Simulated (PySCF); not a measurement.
System: C2H3N, net charge 0, singlet state. SMILES: [C-]#[N+]C
Geometry: optimised at B3LYP-D3(BJ)/def2-TZVP (Ansatz).

Dispersion corrections to the total energy (kcal/mol) from the dftd3 and dftd4 libraries through PySCF: D3(BJ) without and D4 with the three-body term, each with the damping fitted for the functional named.

| functional | D3(BJ) | D4 |
|---|---|---|
| HSE06 | … | -1.20 |
| revPBE | -5.03 | -6.08 |
| CAM-B3LYP | … | -1.29 |
| BP86 | -2.75 | -2.02 |
| r2SCAN | -0.48 | -0.38 |
| PBE | -1.87 | -1.59 |
| PBE0 | -1.55 | … |

### Question
Some entries are withheld; supply them.

### Answer

- HSE06, D3(BJ): -1.08
- CAM-B3LYP, D3(BJ): -1.31
- PBE0, D4: -1.31
